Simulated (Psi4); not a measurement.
cyclopentanone (C5H8O), singlet, geometry from GFN2-xTB. Base run: SVWN/STO-3G (Psi4).

Psi4 was given this input:
```
memory 2 GB

molecule mol {
0 1
  O     0.875373    1.898766   -0.357255
  C     0.379596    0.823378   -0.154920
  C     1.128227   -0.480617    0.028837
  C     0.060338   -1.567912   -0.047546
  C    -1.191630   -0.885966    0.509247
  C    -1.103036    0.535259   -0.039118
  H     1.925788   -0.585050   -0.705359
  H     1.591314   -0.452852    1.018349
  H     0.330283   -2.460898    0.513763
  H    -0.104973   -1.854084   -1.087624
  H    -1.149480   -0.866940    1.599588
  H    -2.107439   -1.393920    0.211527
  H    -1.525427    0.595767   -1.045239
  H    -1.604022    1.282992    0.574040
}

set basis sto-3g
set reference rks

energy('svwn')
print_variables()
```

Variants of this job, named by their change:

```json
[
 {"change": "base", "E (Eh)": "-265.69937", "SCF-reference dipole (D)": "1.71", "core-seconds (rough)": "4"},
 {"change": "functional = m11", "E (Eh)": "-266.59199", "SCF-reference dipole (D)": "1.74", "core-seconds (rough)": "10"},
 {"change": "functional = m06-2x", "E (Eh)": "-267.17376", "SCF-reference dipole (D)": "1.73", "core-seconds (rough)": "8"},
 {"change": "functional = b2plyp", "E (Eh)": "-266.73500", "SCF-reference dipole (D)": "-", "core-seconds (rough)": "6"},
 {"change": "functional = bhhlyp", "E (Eh)": "-267.03779", "SCF-reference dipole (D)": "1.84", "core-seconds (rough)": "5"},
 {"change": "functional = m06", "E (Eh)": "-266.92292", "SCF-reference dipole (D)": "1.76", "core-seconds (rough)": "8"},
 {"change": "functional = dsd-pbep86", "E (Eh)": "-266.38538", "SCF-reference dipole (D)": "-", "core-seconds (rough)": "6"},
 {"change": "functional = hf (with energy('scf'))", "E (Eh)": "?", "SCF-reference dipole (D)": "?", "core-seconds (rough)": "2"},
 {"change": "functional = hse06", "E (Eh)": "?", "SCF-reference dipole (D)": "1.74", "core-seconds (rough)": "20"},
 {"change": "functional = wb97x-v", "E (Eh)": "-267.14723", "SCF-reference dipole (D)": "1.69", "core-seconds (rough)": "200"},
 {"change": "functional = wb97m-v", "E (Eh)": "?", "SCF-reference dipole (D)": "?", "core-seconds (rough)": "200"},
 {"change": "functional = b3lyp5", "E (Eh)": "?", "SCF-reference dipole (D)": "?", "core-seconds (rough)": "6"},
 {"change": "functional = b97m-v", "E (Eh)": "-267.21809", "SCF-reference dipole (D)": "1.75", "core-seconds (rough)": "200"}
]
```

Q: What belongs in the gaps?

A: 
- functional = hf (with energy('scf')), E (Eh): -265.54475
- functional = hf (with energy('scf')), SCF-reference dipole (D): 1.96
- functional = hse06, E (Eh): -266.92639
- functional = wb97m-v, E (Eh): -267.15797
- functional = wb97m-v, SCF-reference dipole (D): 1.67
- functional = b3lyp5, E (Eh): -267.00012
- functional = b3lyp5, SCF-reference dipole (D): 1.70

Absolute energies of different levels of theory aren't comparable as measures of quality.
